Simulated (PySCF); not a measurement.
Atom-mapped SMILES (the numbers label the heavy atoms): `[CH:1]#[C:2][CH2:3][C:4](=[O:5])[NH:6][CH2:7][CH3:8]`; H(Xn) means a hydrogen on atom n.

Geometry: GFN2-xTB; GIAO shifts from PySCF 2.14.0 with density-fitted response routines, gas phase, non-relativistic, averaged over equivalent atoms.

At OPBE/3-21G (90 basis functions, 14 s wall time on 1 thread of an Arm Neoverse V1, shared host):
```json
{"atoms": "C4", "δ (ppm)": "132.7"}
{"atoms": "C2", "δ (ppm)": "71.0"}
{"atoms": "C1", "δ (ppm)": "66.8"}
{"atoms": "C7", "δ (ppm)": "33.6"}
{"atoms": "C3", "δ (ppm)": "27.9"}
{"atoms": "C8", "δ (ppm)": "18.4"}
{"atoms": "O5", "δ (ppm)": "322.5"}
{"atoms": "N6", "δ (ppm)": "96.3"}
{"atoms": "H(N6)", "δ (ppm)": "5.13"}
{"atoms": "H(C7)", "δ (ppm)": "3.72"}
{"atoms": "H(C3)", "δ (ppm)": "3.26"}
{"atoms": "H(C1)", "δ (ppm)": "2.10"}
{"atoms": "H(C8)", "δ (ppm)": "1.33"}
```

References, each an isolated molecule treated in the same way: $^{13}$C (209.29 ppm) and $^{1}$H (33.24 ppm) vs TMS; H2O for $^{17}$O (326.70 ppm); $^{15}$N (266.69 ppm) vs NH3.

Predict the values at OLYP/pcSseg-1 on the same geometry.

## Answers


| atoms | δ at OLYP/pcSseg-1 | change |
| --- | --- | --- |
| C4 | 155.5 | +22.8 |
| C2 | 80.7 | +9.7 |
| C1 | 71.3 | +4.5 |
| C7 | 37.7 | +4.1 |
| C3 | 29.8 | +1.9 |
| C8 | 18.8 | +0.4 |
| O5 | 391.1 | +68.6 |
| N6 | 143.9 | +47.6 |
| H(N6) | 6.00 | +0.87 |
| H(C7) | 3.63 | -0.09 |
| H(C3) | 3.21 | -0.05 |
| H(C1) | 1.64 | -0.46 |
| H(C8) | 1.12 | -0.21 |

Referencing at the same level of theory: TMS for $^{13}$C (σ = 183.31 ppm) and $^{1}$H (σ = 31.74 ppm); H2O for $^{17}$O (σ = 336.00 ppm); $^{15}$N (σ = 267.03 ppm) vs NH3.

The largest change is at O5 (amide-type carbonyl oxygen). Cost: 181 basis functions, 57 s wall time on 1 thread of an Arm Neoverse V1, shared host. The order of the carbon signals is the same at both levels.

Hydrogen bonding in solution deshields acid and N–H amide carbonyl carbons by as much as 10 ppm beyond these values. Unscaled 17O shifts of doubly bonded oxygen tend to come out too high, by tens of ppm or more. Experimental scales use liquid or dissolved standards, which lie at an offset from isolated NH3 (liquid NH3: subtract about 20 ppm) and H2O (liquid H2O: subtract about 36 ppm).
